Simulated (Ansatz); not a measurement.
Born–Oppenheimer molecular dynamics of CH3FSi2 (7 atoms, charge 0, multiplicity 1). It goes on from the last frame of an earlier run, with new velocities.

Theory: RKS PBE0-D4/6-31G (Ansatz 0.2.0).

```
ensemble        : NVT, Langevin thermostat
time step       : 1 fs
steps asked     : 150
set temperature : 300 K
friction        : 0.02 /fs
seed            : 639577
```

First frame:

```xyz
7
Properties=species:S:1:pos:R:3
F 0.125 -1.814 0.261
C 1.002 -0.861 0.522
Si 0.580 0.840 1.252
Si -1.060 0.808 -0.387
H 2.064 -1.232 0.402
H -1.499 2.051 -1.022
H -1.300 -0.259 -1.411
```

Problem. What does the run give?

Solution. All steps were run.

```yaml
steps_done: 150
time_covered: 150 fs
mean_temperature_over_the_second_half: 288 K
spread_of_the_potential_energy_over_the_second_half: 11.3 meV per atom
mean_potential_energy_of_the_second_half_above_the_start: 3.6 meV per atom
```

A run of 0.15 ps of so small a system gives no equilibrium averages. Limits of this set-up: no polarisation functions.

Problem. What happens to the structure?

Solution. The same pairs are bonded in the first frame and the last. Pairs count as bonded within 1.25 times the sum of covalent radii (0.12 Å more for H–H). Another seed would give other details.

Problem. How do temperature and energy run in time?

Solution. 
```
time (fs)  T (K)  potential energy less start (eV)
      0.0    257                             0.000
      5.0    273                            -0.041
     10.0    259                            -0.075
     15.0    372                             0.001
     20.0    275                             0.007
     25.0    381                            -0.068
     30.0    207                            -0.014
     35.0    172                            -0.004
     40.0    165                            -0.040
     45.0    183                            -0.062
     50.0    181                            -0.113
     55.0    234                            -0.113
     60.0    183                            -0.057
     65.0    233                            -0.082
     70.0    240                            -0.036
     75.0    289                            -0.057
     80.0    142                            -0.010
     85.0    191                            -0.045
     90.0    194                            -0.064
     95.0    147                            -0.028
    100.0    192                            -0.036
    105.0    288                            -0.005
    110.0    396                            -0.092
    115.0    176                             0.097
    120.0    278                             0.073
    125.0    432                             0.091
    130.0    301                             0.174
    135.0    480                             0.037
    140.0    418                             0.088
    145.0    290                             0.117
    150.0    359                            -0.009
```

The run took 4.3 min on 1 thread of Arm Neoverse V2, on a shared host, peak memory 0.11 GiB.
